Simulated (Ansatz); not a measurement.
Geometry optimisation, RKS PBE-D4/6-31G in Ansatz 0.2.0.

The input (input.yaml):

```yaml
crystal:
  periodic: [false, false, false]
  atoms:
    - { symbol: C, position_ang: [-0.70068, 1.03404, -0.1132] }
    - { symbol: Si, position_ang: [-0.13893, -0.71639, 0.33142] }
    - { symbol: C, position_ang: [1.49443, -1.22897, -0.14949] }
    - { symbol: S, position_ang: [2.43037, -2.10838, -1.0844] }
    - { symbol: H, position_ang: [-1.76479, 1.05933, -0.336] }
    - { symbol: H, position_ang: [-0.51756, 1.72071, 0.71078] }
    - { symbol: H, position_ang: [-0.16857, 1.40598, -0.98389] }
    - { symbol: H, position_ang: [-0.63427, -1.16633, 1.62479] }
basis:
  gaussian: { orbitals: "6-31G" }
hamiltonian:
  xc: pbe
  dispersion: d4
relax:
  f_tol: 0.02
  max_steps: 40
```

Launched with:

```bash
$ ansatz run input.yaml --threads 1 --pin off --max-ram 2048MiB --backend cpu --events-out ev --progress --plain --runs-dir out
```

Problem. Where does it end, and by what steps?

Solution. It converged. Limits of this set-up: no polarisation functions. After 7 steps the energy has fallen by 0.322 eV; S4 moved furthest, 0.40 Å.

```json
{"step": "0", "energy less start (eV)": "0.0000", "largest force component (eV/Å)": "1.627", "accepted": "yes"}
{"step": "1", "energy less start (eV)": "-0.2376", "largest force component (eV/Å)": "0.378", "accepted": "yes"}
{"step": "2", "energy less start (eV)": "-0.2669", "largest force component (eV/Å)": "1.355", "accepted": "yes"}
{"step": "3", "energy less start (eV)": "-0.3124", "largest force component (eV/Å)": "0.468", "accepted": "yes"}
{"step": "4", "energy less start (eV)": "-0.3180", "largest force component (eV/Å)": "0.364", "accepted": "yes"}
{"step": "5", "energy less start (eV)": "-0.3198", "largest force component (eV/Å)": "0.106", "accepted": "yes"}
{"step": "6", "energy less start (eV)": "-0.3198", "largest force component (eV/Å)": "0.089", "accepted": "yes"}
{"step": "7", "energy less start (eV)": "-0.3216", "largest force component (eV/Å)": "0.015", "accepted": "yes"}
```

```xyz
8
Properties=species:S:1:pos:R:3
C -0.698 1.045 -0.137
Si -0.415 -0.859 0.149
C 1.311 -1.269 -0.207
S 2.658 -1.903 -0.832
H -1.780 1.247 -0.094
H -0.183 1.638 0.634
H -0.326 1.331 -1.133
H -0.566 -1.231 1.620
```

Time of the run: 35 s on 1 CPU thread of a shared host.
